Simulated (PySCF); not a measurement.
C2H9BeNSi. Atoms are numbered in the order given.

```xyz
14

Be    -0.2385     0.1344     0.1736
N      0.8579    -0.4762    -0.6728
C      2.2646    -0.1405    -0.5253
C      0.6125    -1.4584    -1.7160
H      2.8702    -1.0315    -0.2676
H      2.6813     0.2847    -1.4594
H      2.4058     0.6039     0.2745
H      0.9525    -1.0944    -2.7054
H      1.1432    -2.4091    -1.5121
H     -0.4630    -1.6846    -1.7932
Si    -1.8042     1.0025     1.4070
H     -2.8589     0.0068     1.7769
H     -2.5184     2.1423     0.7519
H     -1.2677     1.5356     2.6993
```
Charge 0, spin multiplicity 1.

The structure is a stationary point at TPSSh-D3(BJ)/def2-SVP. The structure was generated by enumeration; whether it is a known compound was not checked. Other conformers were not sampled.

The numbers are results of TDA-PBE/def2-SVPD (PySCF 2.14.0), not measurements.

Vertical excitations. The molecule is in vacuum.

```tsv
state	energy (eV)	λ (nm)	f	main pairs
S1	3.70	335	0.000	HOMO→LUMO 100 %
S2	4.90	253	0.012	HOMO→LUMO+2 94 %
S3	4.95	250	0.219	HOMO→LUMO+1 87 %
S4	5.48	226	0.019	HOMO→LUMO+3 100 %
S5	5.58	222	0.065	HOMO−1→LUMO 92 %
S6	5.99	207	0.000	HOMO→LUMO+4 99 %
S7	6.06	205	0.043	HOMO−1→LUMO+1 81 %
S8	6.22	199	0.005	HOMO→LUMO+5 91 %
S9	6.37	195	0.135	HOMO−1→LUMO+2 86 %
S10	6.43	193	0.005	HOMO−2→LUMO 92 %
T1	3.59	346	0	HOMO→LUMO 100 %
T2	3.85	322	0	HOMO→LUMO+1 99 %
T3	4.35	285	0	HOMO−1→LUMO 98 %
T4	4.75	261	0	HOMO→LUMO+2 93 %
```
Triplets are in the Tamm–Dancoff approximation.
